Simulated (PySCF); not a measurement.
F4Hf, SMILES [F][Hf-]([F])([F])[F] (connectivity only; charge and spin as stated), charge -1, multiplicity 2.

Geometry: PBE-D3(BJ)/def2-SVPD. The spin state was assumed, not searched. The def2 effective core potentials stand for the cores of Hf; spin–orbit coupling is left out.

Calculation: PBE-D3(BJ)/def2-SVPD run with PySCF.

Frequencies are harmonic and unscaled.

Modes within 1.5 cm⁻¹ of each other (mostly degenerate sets) share a row, with their intensities summed.

| mode | ν (cm⁻¹) | IR (km/mol) | moving atoms (share of kinetic energy) |
|---|---|---|---|
| 1 | 86 | 0.7 | F 75 %, Hf 25 % |
| 2 | 111 | 0.0 | F 100 % |
| 3–4 | 139 | 31.4 | F 87 %, Hf 13 % |
| 5 | 194 | 0.0 | F 100 % |
| 6–8 | 519 | 400.9 | F 84 %, Hf 16 % |
| 9 | 552 | 0.0 | F 100 % |
